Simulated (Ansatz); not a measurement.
Molecule: CdI₂ (charge 0, singlet). 
Structure (B3LYP-D3(BJ)/def2-TZVP (Ansatz, an electronic-structure program) minimum search):
SMILES: [I][Cd][I]
```xyz
3

Cd     0.0000     0.0000     0.0000
I      0.0000     0.0000    -2.6122
I      0.0000     0.0000     2.6122
```

Property: atomisation energy (electronic, to ground-state atoms), in kcal/mol. Valence correlation only, unless marked. UHF or UKS for open shells. Spin-orbit coupling is left out. Frozen are the shells of the preceding noble gas and the d and f shells that filled before the atom's block. In def2 rows, elements after Kr have scalar-relativistic effective core potentials. The coupled-cluster limit lacks core correlation, which all-electron functionals hold. CBS(X,Y): correlation extrapolated as X^-3; Hartree-Fock from the larger set. [CCSD(T)-MP2]/basis is that difference in the basis named.

| level | program | atomisation energy (kcal/mol) | minus last row | rough core time |
|---|---|---|---|---|
| SVWN5/def2-TZVPD | Ansatz | 118.5 | 17.5 | under 20 s |
| B3LYP-D3(BJ)/def2-TZVPD | Ansatz + dftd3 | 93.8 | -7.2 | under 20 s |
| CAM-B3LYP/def2-TZVPD | Ansatz | 92.6 | -8.4 | under 20 s |
| wB97X/def2-TZVPD | Ansatz | 97.9 | -3.1 | under 20 s |
| RPA@PBE/def2-QZVPP | Ansatz | 81.7 | -19.3 | 22 s |
| RI-MP2/def2-TZVPPD | Ansatz | 96.0 | -5.0 | under 20 s |
| RI-MP2/CBS(def2-TZVPPD,def2-QZVPPD)+[CCSD(T)-MP2]/def2-TZVPPD | Ansatz | 101.0 | 0.0 | 50 s |

Core times are rough, on shared machines, summed over the molecules involved; a dash marks a level read off another run, or run on other hardware, by another program or under a memory cap.
